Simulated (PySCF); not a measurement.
The multiplicity is imposed and other spin states were not computed.

```xyz
5

Zn     0.1581     0.0152    -0.1020
O     -0.8648     0.6702    -1.4036
H     -0.6488     0.2578    -2.2608
O      1.0052    -0.6567     1.3124
H      1.8115    -0.1460     1.5139
```

Charge 0, multiplicity 1.

Question: Give the Mulliken and meta-Löwdin atomic charges from TPSSh-D3(BJ)/def2-TZVP // PBE-D3(BJ)/def2-SVP (PySCF 2.14.0).

Answer: 
| atom | Mulliken (e) | meta-Löwdin (e) |
|---|---|---|
| Zn1 | 0.60 | 1.28 |
| O2 | -0.62 | -0.97 |
| H3 | 0.32 | 0.33 |
| O4 | -0.62 | -0.97 |
| H5 | 0.32 | 0.33 |
